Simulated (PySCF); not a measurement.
## Mayer bond orders and bond lengths

CH9FSi3.
SMILES with atom numbers: `[CH3:1][Si@H:2]([SiH3:3])[SiH2:4][F:5]` (hydrogens: H6, H7, H8 on C1; H9 on Si2; H10, H11, H12 on Si3; H13, H14 on Si4)

Structure used (GFN2-xTB), in Å, numbered top down from 1:
```xyz
14
CH9FSi3 angstrom
C     -0.3046    1.7947   -0.6289
Si    -0.0898   -0.1018   -0.5581
Si    -1.7608   -1.0308    0.7735
Si     2.0957   -0.5287    0.0784
F      2.1010   -2.0619    0.6001
H     -0.1708    2.2489    0.3493
H     -1.2985    2.0598   -0.9768
H      0.4096    2.2572   -1.3046
H     -0.2663   -0.5465   -1.9627
H     -3.1120   -0.6001    0.3944
H     -1.7589   -2.4935    0.7225
H     -1.5955   -0.6532    2.1819
H      2.6006    0.1975    1.2430
H      3.1497   -0.5422   -0.9343
```

Bond orders from the PBE0/pcSseg-1 density (PySCF). Isolated species at its GFN2-xTB geometry (one conformer only).

(1) How far do the computed orders between heavy atoms stray from the drawn ones?

(2) Set the Mayer orders of the bonds between heavy atoms beside their lengths.

Results:

(1) The largest departure is 0.120, at Si2–Si4 (drawn single, 0.880).

(2) 
```json
{"bond": "C1–Si2", "drawn as": "single", "length (Å)": "1.910", "Mayer order": "0.930"}
{"bond": "Si2–Si3", "drawn as": "single", "length (Å)": "2.330", "Mayer order": "0.906"}
{"bond": "Si2–Si4", "drawn as": "single", "length (Å)": "2.316", "Mayer order": "0.880"}
{"bond": "Si4–F5", "drawn as": "single", "length (Å)": "1.620", "Mayer order": "0.888"}
```

By pair of heavy elements: Si–Si: lowest Si2–Si4 (0.880, 2.316 Å), highest Si2–Si3 (0.906, 2.330 Å); in 1 of the 1 pairs the longer bond (by over 0.003 Å) has the higher order (by 0.02 or more).

**Question.** And the bonds to hydrogen?

**Answer.** C–H: 0.96 (3 bonds); H–Si: 0.91 to 0.94 (6 bonds).

**Question.** Sum the orders of all bonds at each heavy atom with more than one neighbour and set the sums beside the valence in the SMILES.

**Answer.** C1 3.803 (drawn 4), Si2 3.643 (drawn 4), Si3 3.702 (drawn 4), Si4 3.585 (drawn 4). Orders between atoms that aren't bonded are not in these sums.

Mayer orders depend on the basis set.
